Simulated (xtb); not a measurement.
C4H10OSi, SMILES C[C@H]1OC[Si@H]1C. All values are semi-empirical tight-binding results from xtb (GFN2-xTB unless named), good for trends rather than for accurate numbers. Geometry optimised at GFN2-xTB. The structure was generated by enumeration; whether it is a known compound was not checked.

Optimised geometry:

```xyz
16

C     -1.4585     1.4820     0.2082
C     -1.0969     0.0154     0.4103
O     -1.2984    -0.7529    -0.7922
C      0.0364    -1.0829    -1.1977
Si     0.7748    -0.4597     0.4619
C      2.0796     0.9126     0.4218
H     -2.5100     1.5753    -0.0563
H     -1.2723     2.0395     1.1232
H     -0.8672     1.9137    -0.5962
H     -1.7350    -0.4042     1.1965
H      0.3080    -0.5275    -2.1023
H      0.0986    -2.1491    -1.4259
H      1.0914    -1.5261     1.4191
H      2.1842     1.3703     1.4005
H      3.0477     0.5074     0.1445
H      1.8313     1.6964    -0.2877
```

Computed properties:
- orbital gap: 4.60 eV
- dipole moment: 3.14 D
- zero-point energy: 81.2 kcal/mol
- G − E(el) at 298.15 K (modified RRHO): 60.7 kcal/mol
- static polarisability (D4 model): 78.0 bohr³
- solvation energy, GFN2-xTB/ALPB(water): -3.1 kcal/mol
- solvation energy, GFN2-xTB/ALPB(dmso): -6.3 kcal/mol

Task: Give the atomic charges and the Wiberg bond orders between heavy atoms. (The exact figures need the calculation; the answer reports its results.)

Result: charges (e) C1 -0.11, C2 0.01, O3 -0.37, C4 -0.03, Si5 0.48, C6 -0.21, H7 0.05, H8 0.03, H9 0.04, H10 0.01, H11 0.02, H12 0.02, H13 -0.06, H14 0.04, H15 0.04, H16 0.05. Bond orders C1–C2 1.02, C2–O3 0.98, O3–C4 1.00, C2–Si5 0.85, C4–Si5 0.87, Si5–C6 0.91.
